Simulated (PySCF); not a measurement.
Electronic absorption of C4H7NSSi

C4H7NSSi.
SMILES: `[SiH3]CC1=NSC=C1`

Computed, not measured: TDDFT wB97X-D/def2-SVPD, vertical, gas phase, core orbitals frozen in the response (PySCF). The structure is a single GFN2-xTB conformer in the gas phase; no vibrational or solvent corrections. Torsions of this conformer, `[SiH3:1][CH2:2][c:3]1[cH:4][cH:5][s:6][n:7]1`: Si1–C2–C3–C4 -85°.

Task: What does the calculation give for the low-lying excited states?

Result: 

```tsv
state	E (eV)	E (hartree)	f	main configurations (H = HOMO, L = LUMO)
S1	5.56	0.2044	0.185	H→L (91%)
S2	5.77	0.2120	0.0029	H-2→L (93%)
S3	6.07	0.2229	0.0001	H→L+1 (67%), H→L+2 (10%)
S4	6.29	0.2310	0.036	H-1→L (90%)
S5	6.97	0.2561	0.0002	H-1→L+1 (72%), H-1→L+2 (8%)
S6	7.07	0.2599	0.021	H→L+2 (64%), H→L+1 (9%), H→L+5 (9%)
S7	7.30	0.2684	0.309	H→L+5 (41%), H→L+3 (32%)
S8	7.33	0.2693	0.0009	H-2→L+1 (66%)
```

Triplets (Tamm–Dancoff): T1 4.10 eV, H→L (76%), H-1→L (17%); T2 4.40 eV, H-1→L (75%), H→L (19%); T3 5.18 eV, H-2→L (92%).

The lowest singlet comes at 223 nm (537 kJ/mol) in the ultraviolet; it is strong; its leading configuration is HOMO→LUMO (91%). The most intense listed level is S7 at 7.30 eV (170 nm, f = 0.309), 1.74 eV above S1. Löwdin shares by element: HOMO sulfur 37%, carbon 26% or more, nitrogen 10% (atoms not listed hold the other 27%); LUMO carbon 36% or more, sulfur 22%, nitrogen 19% (atoms not listed hold the other 23%). The listed states span 1.77 eV, and the widest gap between neighbours is 0.68 eV (S4 to S5). The oscillator strengths of these states sum to 0.556; summed over the whole spectrum of an exact calculation they would give the number of electrons, 68 (Thomas–Reiche–Kuhn). Weighted by f, the mean energy of these states is 6.64 eV. Singlets were solved by full linear response, triplets in the Tamm–Dancoff approximation.
